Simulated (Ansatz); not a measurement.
`[SiH3]O[AsH2]` → `O[AsH2]` + `[SiH2]` at 500 K and 1 bar (silylene loss).

Calculated with Ansatz (gas phase, PBE0-D4/def2-TZVP geometries, no zero-point term in ΔE). CBS: MP2 limit from def2 TZ/QZ plus the TZ coupled-cluster correction, frozen cores. This one scheme is used for every species. For As outer-core shells are correlated without core-valence functions, which leaves a few kJ/mol of doubt a bond. Scalar relativity is left out up to krypton.

| species | CCSD(T)/CBS energy (Eh) | H − E (kJ/mol) | S (J/(mol·K)) |
| --- | --- | --- | --- |
| `[SiH3]O[AsH2]` | -2602.28728 | 156.2 | 389.2 |
| `O[AsH2]` | -2311.97217 | 101.4 | 296.8 |
| `[SiH2]` | -290.19011 | 48.0 | 226.5 |

H − E and S are ideal-gas, rigid-rotor, harmonic terms from PBE0-D4/def2-TZVP. 1 Eh = 2625.50 kJ/mol, R = 8.31446 J/(mol·K).

Problem. By hand: ΔE, ΔH, ΔS and ΔG.

Solution. ΔE = (-2311.97217) + (-290.19011) − (-2602.28728) = 0.12500 Eh = 328.2 kJ/mol. Δ(H − E) = 101.4 + 48.0 − 156.2 = -6.8, so ΔH = 321.4 kJ/mol. ΔS = 296.8 + 226.5 − 389.2 = 134.1 J/(mol·K). ΔG = 321.4 − 500 × (134.1)/1000 = 254.3 kJ/mol.

Problem. By hand: the equilibrium constant, and the temperature at which ΔG would vanish if ΔH and ΔS stayed fixed.

Solution. log₁₀ K = −ΔG/(RT ln 10) = -26.6. ΔG = 0 at ΔH/ΔS = 2397 K.

The number of gas molecules changes by +1, which sets the sign of ΔS. A doubt of 5 kJ/mol in ΔE shifts log₁₀ K by 0.5 here. Modes under 60 cm⁻¹, often nearly free rotors, make the harmonic entropy too high. These are equilibria of isolated gas molecules and say nothing of rates. Largest T1 diagnostic: 0.014 (customary marks: 0.02 for closed shells, 0.045 for open ones).
